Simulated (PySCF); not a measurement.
Compound: C5H11N3Si.
InChI=1S/C5H11N3Si/c1-5-7-6-4-8(5)9(2)3/h4,9H,1-3H3

Torsions of this conformer, `[CH3:1][c:2]1[n:3][n:4][cH:5][n:6]1[SiH:7]([CH3:8])[CH3:9]`: C5–N6–Si7–C8 56°.

The closed-shell ground state was solved at several levels (PySCF, density fitting, gas phase, non-relativistic). The structure is a single PBE0-D3(BJ)/def2-SVP conformer in the gas phase; no vibrational or solvent corrections.

```json
{"level": "PBE0/def2-SVPD", "basis functions": "272", "HOMO (eV)": "-7.07", "LUMO (eV)": "0.10", "gap (eV)": "7.17", "dipole (D)": "6.49"}
{"level": "PBE0/pcSseg-1", "basis functions": "215", "HOMO (eV)": "-7.12", "LUMO (eV)": "0.18", "gap (eV)": "7.30", "dipole (D)": "6.50"}
```

Estimate the row for HF/pcSseg-1, a basis of 215 functions; the other rows only guide the guess.

HOMO -9.44 eV, LUMO 3.47 eV, gap 12.91 eV, dipole 6.72 D.

Over all these levels, which gives the widest orbital gap and which the narrowest?

HF/pcSseg-1 (Hartree–Fock, all exact exchange) has the widest, 12.91 eV, and PBE0/def2-SVPD (global hybrid, 25 % exact exchange) the narrowest, 7.17 eV. Functional and basis both differ between the two, so the spread mixes both effects. The HOMO need not be the same orbital at Hartree–Fock and at DFT levels.

How far do the dipole and the HOMO energy spread over the levels?

The dipole runs from 6.49 to 6.72 D (mean 6.57 D) and the HOMO from -9.44 to -7.07 eV.
